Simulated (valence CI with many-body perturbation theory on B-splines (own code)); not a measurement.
## E1 line list for Ir⁷²⁺

Computed by configuration interaction combined with many-body perturbation theory (CI+MBPT): three valence electrons over a frozen Dirac-Fock core [He], radial functions for each j: 11 s, 11 p, 9 d, 7 f, 5 g, 2 h, 1 i, with the one-electron correlation potential Σ1 (screened to all orders), the two-electron term Σ2, the three-electron term Σ3, Breit, model QED; selected single and double excitations, second order for the rest (own B-spline code, finite nucleus).

The last digits are not significant, and no measured levels were compared; by estimate large intervals hold to a few tenths of a per cent, small ones and those within an open d or f shell to about a per cent.

Lines 151 to 200 of 290 in falling wavelength, among levels below 119460 × 10³ cm⁻¹, chosen from the strongest by gf and those to the six lowest levels. Wavelengths and rates use the calculated energies. Electric multipoles are in the length gauge, E1 and E2 with the static RPA response of the core. Weak lines are less certain than strong ones. Lines between different terms over intervals too small for the method are left out, as are lines whose strength nearly cancels. The highest levels of a list are the least certain.

Levels are named by their leading jj configuration (3d3/2^4 stands for four electrons in 3d with j = 3/2), which in mixed levels can hold well under half, so a name can repeat and another be missing. Letters in brackets count levels of one name in rising energy.

```
λ vac (Å)                          Upper                       Lower   A (s⁻¹)  S (a.u.)
    1.170         (2s 2p1/2 3d3/2) J=5/2  (2s 2p1/2 2p3/2) J=3/2 [a]  2.41e+13  1.14e-04
    1.168  (2p1/2 2p3/2 3d5/2) J=3/2 [b]       (2p1/2 2p3/2^2) J=1/2  1.74e+15  5.49e-03
    1.168     (2s 2p3/2 3d5/2) J=3/2 [a]          (2s 2p3/2^2) J=3/2  8.14e+14  2.56e-03
    1.168     (2s 2p3/2 3d5/2) J=3/2 [a]          (2s 2p3/2^2) J=1/2  6.87e+14  2.16e-03
    1.168      (2p1/2 2p3/2 3d5/2) J=1/2       (2p1/2 2p3/2^2) J=1/2  1.91e+15  3.00e-03
    1.168     (2s 2p1/2 3d3/2) J=3/2 [b]  (2s 2p1/2 2p3/2) J=3/2 [a]  1.61e+14  5.06e-04
    1.167         (2s 2p1/2 3d3/2) J=1/2  (2s 2p1/2 2p3/2) J=3/2 [a]  4.26e+13  6.68e-05
    1.166         (2s 2p3/2 3d5/2) J=1/2          (2s 2p3/2^2) J=1/2  1.67e+15  2.62e-03
    1.166          (2p1/2^2 3d5/2) J=5/2       (2p1/2^2 2p3/2) J=3/2  1.82e+15  8.51e-03
    1.165  (2p1/2 2p3/2 3d5/2) J=5/2 [a]       (2p1/2 2p3/2^2) J=5/2  5.77e+14  2.71e-03
    1.165     (2s 2p1/2 3d5/2) J=5/2 [b]  (2s 2p1/2 2p3/2) J=3/2 [b]  1.45e+15  6.80e-03
    1.165         (2s 2p1/2 3d5/2) J=3/2  (2s 2p1/2 2p3/2) J=3/2 [b]  3.17e+14  9.91e-04
    1.165         (2s 2p1/2 3d5/2) J=3/2      (2s 2p1/2 2p3/2) J=1/2  1.38e+15  4.32e-03
    1.163  (2p1/2 2p3/2 3d5/2) J=5/2 [b]       (2p1/2 2p3/2^2) J=5/2  8.95e+14  4.18e-03
    1.163  (2p1/2 2p3/2 3d5/2) J=3/2 [a]       (2p1/2 2p3/2^2) J=3/2  1.23e+15  3.81e-03
    1.163  (2p1/2 2p3/2 3d5/2) J=5/2 [a]       (2p1/2 2p3/2^2) J=3/2  1.16e+15  5.42e-03
    1.163  (2p1/2 2p3/2 3d5/2) J=7/2 [b]       (2p1/2 2p3/2^2) J=5/2  2.95e+15  1.83e-02
    1.162  (2p1/2 2p3/2 3d5/2) J=3/2 [b]       (2p1/2 2p3/2^2) J=5/2  2.19e+14  6.77e-04
    1.162     (2s 2p1/2 3d5/2) J=5/2 [a]      (2s 2p1/2 2p3/2) J=5/2  2.96e+13  1.37e-04
    1.161  (2p1/2 2p3/2 3d5/2) J=5/2 [b]       (2p1/2 2p3/2^2) J=3/2  1.81e+15  8.38e-03
    1.160  (2p1/2 2p3/2 3p3/2) J=3/2 [a]          (2s 2p3/2^2) J=1/2  2.06e+14  6.33e-04
    1.159     (2s 2p3/2 3d5/2) J=5/2 [b]          (2s 2p3/2^2) J=3/2  2.42e+15  1.12e-02
    1.159     (2s 2p3/2 3d5/2) J=3/2 [b]          (2s 2p3/2^2) J=3/2  5.74e+14  1.76e-03
    1.158     (2s 2p3/2 3d5/2) J=3/2 [b]          (2s 2p3/2^2) J=1/2  1.10e+15  3.38e-03
    1.158         (2s 2p1/2 3d5/2) J=7/2      (2s 2p1/2 2p3/2) J=5/2  1.86e+15  1.14e-02
    1.157     (2s 2p3/2 3d5/2) J=5/2 [a]          (2s 2p3/2^2) J=5/2  1.45e+15  6.63e-03
    1.157     (2s 2p1/2 3d5/2) J=5/2 [a]  (2s 2p1/2 2p3/2) J=3/2 [a]  1.68e+15  7.69e-03
    1.157     (2s 2p1/2 3d5/2) J=5/2 [b]      (2s 2p1/2 2p3/2) J=5/2  2.46e+14  1.13e-03
    1.157         (2s 2p1/2 3d5/2) J=3/2      (2s 2p1/2 2p3/2) J=5/2  1.44e+13  4.39e-05
    1.156     (2s 2p3/2 3d5/2) J=7/2 [a]          (2s 2p3/2^2) J=5/2  2.56e+15  1.56e-02
    1.156             (2s^2 3d5/2) J=5/2          (2s^2 2p3/2) J=3/2  1.71e+15  7.80e-03
    1.155  (2p1/2 2p3/2 3p3/2) J=5/2 [b]          (2s 2p3/2^2) J=3/2  2.29e+14  1.05e-03
    1.155     (2s 2p3/2 3d5/2) J=3/2 [a]          (2s 2p3/2^2) J=5/2  1.94e+14  5.90e-04
    1.154          (2p1/2^2 3p3/2) J=3/2      (2s 2p1/2 2p3/2) J=1/2  4.34e+13  1.32e-04
    1.152     (2s 2p1/2 3d5/2) J=5/2 [b]  (2s 2p1/2 2p3/2) J=3/2 [a]  1.44e+14  6.54e-04
    1.152         (2s 2p1/2 3d5/2) J=3/2  (2s 2p1/2 2p3/2) J=3/2 [a]  9.38e+13  2.83e-04
    1.152         (2s 2p1/2 3p3/2) J=5/2          (2s^2 2p3/2) J=3/2  2.10e+14  9.53e-04
    1.149     (2s 2p3/2 3d5/2) J=7/2 [b]          (2s 2p3/2^2) J=5/2  5.74e+14  3.44e-03
    1.146          (2p1/2^2 3p3/2) J=3/2      (2s 2p1/2 2p3/2) J=5/2  6.78e+11  2.01e-06
    1.141          (2p1/2^2 3p3/2) J=3/2  (2s 2p1/2 2p3/2) J=3/2 [a]  3.08e+12  9.03e-06
    1.101          (2p1/2^2 3d5/2) J=5/2          (2s^2 2p3/2) J=3/2  8.55e+11  3.37e-06
    1.080             (2s^2 3p1/2) J=1/2          (2s 2p1/2^2) J=1/2  2.76e+12  3.44e-06
    1.071        (2s 2p1/2 3s) J=1/2 [a]          (2s 2p1/2^2) J=1/2  3.83e+13  4.65e-05
    1.071        (2s 2p3/2 3s) J=3/2 [a]      (2s 2p1/2 2p3/2) J=1/2  6.13e+12  1.49e-05
    1.068            (2s 2p1/2 3s) J=3/2          (2s 2p1/2^2) J=1/2  7.44e+13  1.79e-04
    1.066            (2s 2p3/2 3s) J=5/2      (2s 2p1/2 2p3/2) J=5/2  5.35e+13  1.92e-04
    1.065        (2s 2p1/2 3s) J=1/2 [b]          (2s 2p1/2^2) J=1/2  1.60e+13  1.91e-05
    1.064            (2s 2p3/2 3s) J=1/2      (2s 2p1/2 2p3/2) J=1/2  1.39e+13  1.65e-05
    1.064        (2s 2p3/2 3s) J=3/2 [a]      (2s 2p1/2 2p3/2) J=5/2  5.08e+13  1.21e-04
    1.063        (2s 2p3/2 3s) J=3/2 [b]      (2s 2p1/2 2p3/2) J=1/2  2.73e+13  6.48e-05
```
